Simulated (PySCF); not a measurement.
CNO, SMILES O=C=[N] (connectivity only; charge and spin as stated), charge -1, multiplicity 1.

Geometry: B3LYP-D3(BJ)/def2-TZVPD. The spin state was assumed, not searched. The isomer is the one that the SMILES or the coordinates give; other isomers of the formula were not compared.

Two levels are set side by side: PBE/def2-TZVPD (PySCF) and HF/def2-TZVPD (PySCF). Same geometry, gas phase. Differences are taken from unrounded values.

| quantity | PBE |
|---|---|
| orbital gap (eV) | 3.76 |
| highest occupied level (eV) | 0.36 |
| lowest empty level (eV) | 4.12 |
| mean polarisability (bohr³) | 31.1 |

Task: These are the PBE values. What does HF give? (An estimate is asked for; the answer gives what the named calculation found.)

Result: 
```csv
quantity,HF,PBE minus HF
orbital gap (eV),9.82,-6.06
highest occupied level (eV),-4.30,4.66
lowest empty level (eV),5.52,-1.40
mean polarisability (bohr³),26.6,4.5
```

PBE's occupied levels lie high since its potential decays too fast outside the molecule; exact exchange lowers them and widens the gap. PBE's more diffuse valence density responds more strongly to a field. Differences between two approximate levels are no errors against the true value.

Rough cost on one machine, each run with all the roots and properties that it gave: HF against PBE about 1/3.
